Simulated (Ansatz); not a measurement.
Geometry optimisation, Ansatz, RKS PBE0-D4/def2-SVP.

Input file:

```yaml
crystal:
  periodic: [false, false, false]
  atoms:
    - { symbol: F, position_ang: [-0.6854, -2.1111, 1.70369] }
    - { symbol: Cd, position_ang: [-1.33589, -1.73241, -0.07296] }
    - { symbol: O, position_ang: [-0.77481, -0.07734, -0.88541] }
    - { symbol: Si, position_ang: [0.45129, 0.78254, -0.27993] }
    - { symbol: H, position_ang: [1.71018, 0.00012, -0.2997] }
    - { symbol: H, position_ang: [0.17474, 1.26121, 1.08965] }
    - { symbol: H, position_ang: [0.45988, 1.87698, -1.25535] }
basis:
  gaussian: { orbitals: def2-SVP }
hamiltonian:
  xc: pbe0
  dispersion: d4
relax:
  f_tol: 0.02
  max_steps: 50
```

Run as:

```bash
$ ansatz run input.yaml --threads 2 --pin off --max-ram 3072MiB --backend cpu --events-out ev --progress --plain --runs-dir out
```

Problem. Where does it end, and by what steps?

Solution. The run converged. After 10 steps the energy has fallen by 1.228 eV; F1 moved furthest, 1.47 Å.

```json
{"step": "0", "energy less start (eV)": "0.0000", "largest force component (eV/Å)": "1.438", "accepted": "yes"}
{"step": "1", "energy less start (eV)": "-0.3784", "largest force component (eV/Å)": "0.796", "accepted": "yes"}
{"step": "2", "energy less start (eV)": "-0.6496", "largest force component (eV/Å)": "0.953", "accepted": "yes"}
{"step": "3", "energy less start (eV)": "-0.8699", "largest force component (eV/Å)": "0.916", "accepted": "yes"}
{"step": "4", "energy less start (eV)": "-1.0227", "largest force component (eV/Å)": "0.446", "accepted": "yes"}
{"step": "5", "energy less start (eV)": "-1.1147", "largest force component (eV/Å)": "0.391", "accepted": "yes"}
{"step": "6", "energy less start (eV)": "-1.1766", "largest force component (eV/Å)": "0.245", "accepted": "yes"}
{"step": "7", "energy less start (eV)": "-1.2138", "largest force component (eV/Å)": "0.114", "accepted": "yes"}
{"step": "8", "energy less start (eV)": "-1.2259", "largest force component (eV/Å)": "0.070", "accepted": "yes"}
{"step": "9", "energy less start (eV)": "-1.2169", "largest force component (eV/Å)": "0.530", "accepted": "no"}
{"step": "10", "energy less start (eV)": "-1.2276", "largest force component (eV/Å)": "0.012", "accepted": "yes"}
```

```xyz
7
Properties=species:S:1:pos:R:3
F -1.627 -3.239 1.621
Cd -1.068 -1.726 0.582
O -0.574 -0.209 -0.536
Si 0.546 0.997 -0.437
H 1.947 0.470 -0.544
H 0.457 1.739 0.864
H 0.320 1.967 -1.550
```

Whether the end is a true minimum wasn't checked by a vibrational analysis.

Time of the run: 27 s on 2 threads of Arm Neoverse V2, on a shared host, peak memory 0.19 GiB.
